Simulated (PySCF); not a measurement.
Species: C5H4F2.
Atom-mapped SMILES: `[F:1][C:2]1=[CH:3][CH2:4][CH:5]=[C:6]1[F:7]` (hydrogens: H8 on C3; H9, H10 on C4; H11 on C5)

The same species was optimised twice, with GFN2-xTB and with PBE0-D3(BJ)/def2-SVP (PySCF), and the same property calculations (PySCF, gas phase) were run on both structures.

| coordinate | GFN2-xTB | PBE0-D3(BJ)/def2-SVP | change |
| --- | --- | --- | --- |
| F1–C2 (Å) | 1.335 | 1.319 | -0.016 |
| C6–F7 (Å) | 1.335 | 1.319 | -0.016 |
| C2–C6 (Å) | 1.452 | 1.463 | +0.011 |
| C4–C5 (Å) | 1.492 | 1.498 | +0.006 |
| C3–C4 (Å) | 1.492 | 1.498 | +0.006 |
| C5=C6 (Å) | 1.339 | 1.343 | +0.004 |
| C2=C3 (Å) | 1.339 | 1.343 | +0.004 |
| C2–C6–F7 (°) | 123.4 | 121.5 | -1.9 |
| F1–C2–C6 (°) | 123.4 | 121.5 | -1.9 |
| F1–C2–C3 (°) | 127.0 | 128.5 | +1.5 |
| C3–C4–C5 (°) | 103.8 | 105.3 | +1.5 |
| C5–C6–F7 (°) | 127.0 | 128.5 | +1.5 |
| C4–C5–C6 (°) | 108.5 | 107.3 | -1.2 |
| C2–C3–C4 (°) | 108.5 | 107.4 | -1.1 |
| C2–C6–C5 (°) | 109.6 | 110.0 | +0.4 |

Rotational constants: A = 3657, B = 3157, C = 1712 MHz (GFN2-xTB) against A = 3737, B = 3144, C = 1726 MHz (PBE0-D3(BJ)/def2-SVP). Point groups within 0.08 Å: C2v and C2v. Atoms that the bonding makes alike are paired by their places after alignment.

On the GFN2-xTB structure: lowest singlet, TDDFT (eV) 5.30 [PBE0/def2-SVPD]; lowest triplet, Tamm–Dancoff (eV) 3.16 [PBE0/def2-SVPD]; isotropic polarisability (au) 56.0 [PBE0/def2-SVPD]; HOMO (eV) -6.81 [PBE0/def2-SVPD]; LUMO (eV) -0.87 [PBE0/def2-SVPD]; dipole (D) 2.96 [PBE0/def2-SVPD].

Q: What do these properties become on the PBE0-D3(BJ)/def2-SVP structure?

A: 
```
                                    property           level  on GFN2-xTB  on PBE0-D3(BJ)/def2-SVP  change
                  lowest singlet, TDDFT (eV)  PBE0/def2-SVPD         5.30                     5.33   +0.03
           lowest triplet, Tamm–Dancoff (eV)  PBE0/def2-SVPD         3.16                     3.20   +0.04
               isotropic polarisability (au)  PBE0/def2-SVPD         56.0                     56.6    +0.6
                                   HOMO (eV)  PBE0/def2-SVPD        -6.81                    -6.78   +0.03
                                   LUMO (eV)  PBE0/def2-SVPD        -0.87                    -0.82   +0.05
                                  dipole (D)  PBE0/def2-SVPD         2.96                     2.79   -0.17
energy, GFN2-xTB geometry as zero (kcal/mol)  PBE0/def2-SVPD          0.0                     -0.9    -0.9
```

The heavy atoms differ by 0.024 Å rms after alignment. Among bonds between heavy atoms F1–C2 and C6–F7 change most and about equally (-0.016 Å). Changes are differences of the printed values. Neither structure is proved a minimum here.
